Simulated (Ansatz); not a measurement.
ClGa, triplet, geometry from GFN2-xTB (such geometries of metal compounds can be far from the true shape) (the spin is typed, not shown lowest); Ansatz (an electronic-structure program) with WB97M-V/def2-SVP.

Ansatz was given this input:
Ansatz 0.2 input:
```yaml
crystal:
  periodic: [false, false, false]
  atoms:
    - {symbol: Ga, position_ang: [-0.00000000, -0.00000000, -0.78750881]}
    - {symbol: Cl, position_ang: [0.00000000, 0.00000000, 1.43604548]}
basis:
  gaussian:
    orbitals: def2-SVP
hamiltonian:
  xc: {name: wB97M-V}
magnetization: {spin_polarized: true, initial_magnetization: 2}
accuracy: high
```

Output, abridged:

```
Functional definition: wB97M-V
820 factors; integrals over basis functions are off by at most 4.2e-9 eV
214 factors; integrals over basis functions are off by at most 1.7e-9 eV
mean field evaluation 1: about -64884.0504 eV, gradient 1.1e1 eV
mean field evaluation 2: about -64884.3721 eV, gradient 1.1e1 eV
mean field evaluation 4: about -64884.7511 eV, gradient 7.7e-1 eV
mean field evaluation 8: about -64884.7896 eV, gradient 5.0e-2 eV
mean field evaluation 16: about -64884.7897 eV, gradient 1.0e-5 eV
mean field -64884.78970151 eV, -2384.4720410403 hartree, gradient 4.5e-8 eV, S^2 2.004100; 0 other end points of the search recorded, 0 dependent functions left out
reference -64884.78970406 eV, -2384.4720411341 hartree; 25, 23 occupied and 25, 27 virtual orbitals, 820 factors
Total energy: -64884.78970406 eV, -2384.4720411341 hartree
```
